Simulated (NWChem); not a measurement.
Si2NH7S; SMILES [SiH3]S[SiH2]N

```xyz
11

Si    -0.3554    -2.1226     0.0011
S      0.9581    -0.4110    -0.0010
Si    -0.5563     1.1703    -0.0015
N      0.1311     2.7629     0.0032
H     -1.2363    -2.1469    -1.2199
H     -1.2429    -2.1382     1.2174
H      0.5263    -3.3370     0.0075
H     -1.3946     1.0285    -1.2401
H     -1.4007     1.0205     1.2320
H      0.6371     3.0670     0.8398
H      0.6279     3.0746    -0.8360
```
Atoms are numbered in this order, from 1.

Geometry: optimised at PBE-D3(BJ)/def2-SVP.

### Question
List the 4 lowest vertical singlet excitations and the 4 lowest triplet ones from PBE0/6-31G* (spherical d), full TDDFT (NWChem).

### Answer
```csv
state,energy (eV),oscillator strength,leading excitation (squared amplitude)
S1,5.99,0.009,HOMO → LUMO (0.95)
S2,6.10,0.004,HOMO → LUMO+1 (0.96)
S3,6.51,0.034,HOMO−1 → LUMO+1 (0.65)
S4,6.67,0.005,HOMO → LUMO+2 (0.98)
T1,5.56,spin-forbidden,HOMO → LUMO (0.79)
T2,5.96,spin-forbidden,HOMO → LUMO+1 (0.80)
T3,6.00,spin-forbidden,HOMO−1 → LUMO (0.54)
T4,6.21,spin-forbidden,HOMO → LUMO+2 (0.96)
```
